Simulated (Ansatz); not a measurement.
Consider the ligand exchange at a B–C bond: `CB(C)C=O` + H–F → `CB(F)C=O` + CH₄.

Program: Ansatz. Geometries: PBE0-D4/def2-TZVP. ΔE: electronic, gas phase. CBS: MP2 limit from def2 TZ/QZ plus the TZ coupled-cluster correction, frozen cores. This one scheme is used for every species. Functionals use def2-TZVPP. Each species was taken in one conformer, which may not be the lowest.

`CB(C)C=O`:

```xyz
12

C    -0.292    0.786    1.276
B     0.056    0.039   -0.047
C    -0.115   -1.496   -0.257
C     0.562    0.895   -1.280
O    -0.233    1.402   -2.042
H     0.659    1.025    1.776
H    -0.885    0.198    1.979
H    -0.778    1.749    1.097
H    -0.189   -2.068    0.670
H     0.632   -1.949   -0.914
H    -1.076   -1.608   -0.782
H     1.658    1.028   -1.476
```

H–F:

```xyz
2

F    -0.286    0.117    0.341
H     0.286   -0.117   -0.341
```

`CB(F)C=O`:

Z-matrix (Å, degrees):
```
C
B 1 1.552
H 1 1.098 2 109.1
H 1 1.090 2 113.8 3 -121.3
H 1 1.096 2 110.8 3 115.1
F 2 1.319 1 121.6 3 115.1
C 2 1.617 1 122.5 3 -64.4
O 7 1.207 2 122.6 1 -176.9
H 7 1.117 2 118.4 1 2.7
```

CH₄:

Z-matrix (Å, degrees):
```
C
H 1 1.090
H 1 1.090 2 109.5
H 1 1.090 2 109.5 3 -120.0
H 1 1.090 2 109.5 3 120.0
```

```csv
level,ΔE (kcal/mol),difference from CCSD(T)/CBS
PBE-D4,-30.7,0.7
B97M-V,-34.1,-2.7
PBE0-D4,-30.9,0.5
BHLYP-D4,-34.1,-2.7
ωB97X-V,-33.2,-1.8
B2PLYP,-34.2,-2.8
PBE0,-31.8,-0.4
r2SCANh,-33.0,-1.6
r2SCAN0,-32.9,-1.5
BHLYP,-35.3,-3.9
HF/def2-SVP,-39.8,-8.4
CCSD/def2-SVP,-38.8,-7.4
MP2/def2-TZVPP,-31.8,-0.4
CCSD/def2-TZVPP,-33.2,-1.8
CCSD(T)/def2-TZVPP,-32.9,-1.5
MP2/CBS(def2),-30.4,1.0
CCSD(T)/CBS,-31.4,0
```

Largest T1 diagnostic among the species: 0.014.

Leaving LDA and LC-ωPBE aside and taking each functional with its dispersion term where it has one, the values, not all of them listed here, spread over 4.7 kcal/mol, from CAM-B3LYP-D4 to revPBE-D4. LDA lies +0.9 kcal/mol from PBE without D4. In def2-TZVPP, CCSD(T) changes the Hartree–Fock value by +4.1 kcal/mol (the triples alone add +0.4 kcal/mol) and MP2 by +5.1 kcal/mol. The D4 term adds +1.6 kcal/mol with B3LYP and +0.9 kcal/mol with PBE0; it sums over pairs of atoms, weighted by their polarisabilities, and B3LYP, whose exchange is more repulsive, gets the larger term.

B3LYP here is the variant with VWN-RPA as its local correlation; programs differ in this.
